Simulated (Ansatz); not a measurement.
```xyz
8

C     0.0000    0.0000   -0.4065
C     0.0000    1.1315    0.1804
C     0.0000   -1.1315    0.1804
H     0.0000    0.0000   -1.4158
H     0.0000    1.9910   -0.3396
H     0.0000    1.1946    1.1849
H     0.0000   -1.9910   -0.3396
H     0.0000   -1.1946    1.1849
```

Basis set: cc-pVDZ (spherical functions). Left uncorrelated: 3 orbitals. Charge 0, multiplicity 2.

Computed with Ansatz (development build ahead of 0.2.0); each method stands on the lowest determinant of its kind that the runs found.

(1) Give the atomization energy at this shape (free ground-state atoms in the same class of orbitals less the molecule, no zero-point energy) of doublet C3H5 by UHF-MP2, UHF.

Results:

(1)

| method | atomization energy |
| --- | --- |
| UHF-MP2 | 29.27 eV |
| UHF | 23.56 eV |

Caution: the shape is not the minimum; the unrestricted determinant is spin contaminated.
